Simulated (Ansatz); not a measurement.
C2H6Cl4MoO2, SMILES `C[O][Mo]([Cl])([Cl])([Cl])([Cl])[O]C`, one more setting.

```yaml
crystal:
  periodic: [false, false, false]
  atoms:
    - {symbol: C, position_ang: [0.089054, -0.755550, 2.515173]}
    - {symbol: O, position_ang: [0.068744, -0.658987, 1.363773]}
    - {symbol: Mo, position_ang: [0.001602, 0.463921, 0.107224]}
    - {symbol: Cl, position_ang: [-2.452405, -0.346825, -0.955524]}
    - {symbol: Cl, position_ang: [1.588157, 1.420573, 1.108183]}
    - {symbol: Cl, position_ang: [-0.365604, 2.698603, -0.708607]}
    - {symbol: Cl, position_ang: [-1.704070, 1.514790, 1.640455]}
    - {symbol: O, position_ang: [0.482124, -0.347107, -1.291774]}
    - {symbol: C, position_ang: [0.447871, -0.254569, -2.927959]}
    - {symbol: H, position_ang: [1.275671, -0.569779, 3.012149]}
    - {symbol: H, position_ang: [0.341613, -2.280371, 2.701213]}
    - {symbol: H, position_ang: [-0.510368, -0.544830, 3.268253]}
    - {symbol: H, position_ang: [-0.327620, -0.535916, -3.105807]}
    - {symbol: H, position_ang: [1.279899, -0.670860, -3.204316]}
    - {symbol: H, position_ang: [0.364743, 0.719456, -3.156347]}
basis:
  gaussian: {orbitals: x2c-TZVPPall}
magnetization: {spin_polarized: true, initial_magnetization: 0}
hamiltonian: {xc: {name: B3LYP}}
```

```sh
$ ansatz run in.yaml --threads 4 --pin off --events-out ev --progress --plain --max-ram 46080MiB --backend cuda --devices 0, --max-vram 37GiB
```

Shortened log:

```
Functional definition: B3LYP
2813 factors; their error is unknown
mean field evaluation 1: about -166666.1818 eV, gradient 6.8e1 eV
mean field evaluation 2: about -166389.4931 eV, gradient 2.6e2 eV
mean field evaluation 4: about -166672.7896 eV, gradient 5.3e1 eV
mean field evaluation 8: about -166683.7886 eV, gradient 6.8e-1 eV
mean field evaluation 16: about -166684.0203 eV, gradient 9.5e-3 eV
mean field -166684.02031226 eV, -6125.5247639888 hartree, gradient 4.5e-5 eV, S^2 0.000000; 2 other end points of the search recorded, 0 dependent functions left out
reference -166684.02068961 eV, -6125.5247778560 hartree; 72, 72 occupied and 383, 383 virtual orbitals, 2813 factors
Total energy: -166684.02068961 eV, -6125.5247778560 hartree
Relativity: scalar
```

It took 5.5 s on 4 threads of an AMD EPYC 7R13 on a shared host and a share of an NVIDIA H100 80 GB, with 1.1 GiB of host memory at the peak.
